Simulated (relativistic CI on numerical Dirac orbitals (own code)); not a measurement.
## W2+: O2,3 absorption edge

Computed with this model: Dirac-Coulomb-Breit CI, separate exchange-only KLI orbitals for each configuration, model QED (radiative potential, 1s self-energy scaled to tabulated hydrogen-like ionisation energies), valence Slater integrals scaled by 0.9, multiplet model of core-to-valence dipole absorption; configurations [Xe] 4f14 5d4 → [Kr] 4d10 4f14 5s2 5p5 5d5; 10 K; Lorentzian 1.5 eV and Gaussian 0.3 eV FWHM. Energies are those of the free ion, without screening or charge transfer. The branching ratio is the share of the lower-energy edge in the whole absorption, uncertain by about 0.02 where the edges overlap. S is read from ⟨S²⟩ = S(S + 1).

Field parameters in Wybourne normalisation: D3d B²₀ = −7Dσ, B⁴₀ = −14Dq − 21Dτ, B⁴₃ = −14√(10/7) Dq; Td as Oh with Dq negative (B⁴₀ = 21Dq, B⁴₄ = √(5/14) B⁴₀). The field is a parameter set, without covalency.

Computed curve for D3d, 10Dq = 30750, Dσ = 580, Dτ = -260 cm⁻¹, scaled to 100 at the maximum (points under 2 are left out and the grid is thinned):

(Energy (eV), Intensity): (31.75, 2.0), (32.25, 2.3), (32.75, 2.7), (33.25, 3.1), (33.75, 3.8), (34.25, 4.8), (34.75, 6.3), (35.25, 8.9), (35.75, 14.2), (36.25, 23.7), (37.00, 30.3), (37.50, 24.8), (38.00, 21.0), (38.50, 22.3), (39.00, 27.4), (39.50, 35.4), (40.00, 47.0), (40.50, 60.3), (41.00, 69.3), (41.50, 69.2), (42.00, 72.6), (42.50, 84.7), (43.00, 99.8), (43.50, 91.8), (44.00, 68.9), (44.50, 59.6), (45.00, 58.3), (45.50, 53.2), (46.00, 45.8), (46.50, 40.2), (47.25, 33.2), (47.75, 27.3), (48.25, 23.3), (48.75, 20.6), (49.25, 19.8), (49.75, 20.8), (50.25, 21.2), (50.75, 21.2), (51.25, 21.6), (51.75, 25.1), (52.25, 32.5), (52.75, 47.4), (53.25, 66.5), (53.75, 61.4), (54.25, 44.9), (54.75, 38.4), (55.25, 35.4), (55.75, 34.8), (56.25, 31.1), (56.75, 23.3), (57.50, 15.4), (58.00, 12.3), (58.50, 9.4), (59.00, 7.4), (59.50, 5.9), (60.00, 4.6), (60.50, 3.6), (61.00, 2.9), (61.50, 2.5), (62.00, 2.2)

The ground state has S = 1.02, and the centroid lies at 46.17 eV.
